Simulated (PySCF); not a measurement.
## Substituent chemical shifts

Parent skeleton `[BH3-:1][NH2+:2][CH3:3]`; one hydrogen on atom 3 is replaced by X. Hydrogens on one atom are averaged.

PySCF calculation with coordinates at the PBE0-D3(BJ)/def2-SVP level and shielding tensors at PBE0/pcSseg-1 (GIAO); single conformer, no relativistic terms, no solvent model, averaged over atoms made equivalent by symmetry, fast rotation or ring inversion.

Referencing at the same level of theory: 11B (σ = 100.73 ppm) vs BF3·OEt2; 15N (σ = 265.67 ppm) vs NH3; TMS for 13C (σ = 184.41 ppm), 1H (σ = 31.27 ppm).

Parent (X = H): B1 -21.1, N2 49.3, C3 35.6, H(B1) 2.10, H(C3) 2.46 ppm. Effects are Δδ = δ(X) − δ(H), positive for deshielding.

(1) Order these by the shift of N2, most shielded first.
A. X = OCOCH3
B. X = allyl
C. X = C2F5

(2) Order these by the shift of H(C3), most shielded first.
A. X = OCOCH3
B. X = C2F5
C. X = allyl

Results:

(1) C (-5.7 ppm), B (+2.2 ppm), A (+18.8 ppm).

(2) C (-0.01 ppm), B (+0.65 ppm), A (+2.01 ppm).

Experimental scales use liquid or dissolved standards, which lie at an offset from isolated NH3 (liquid NH3: subtract about 20 ppm).
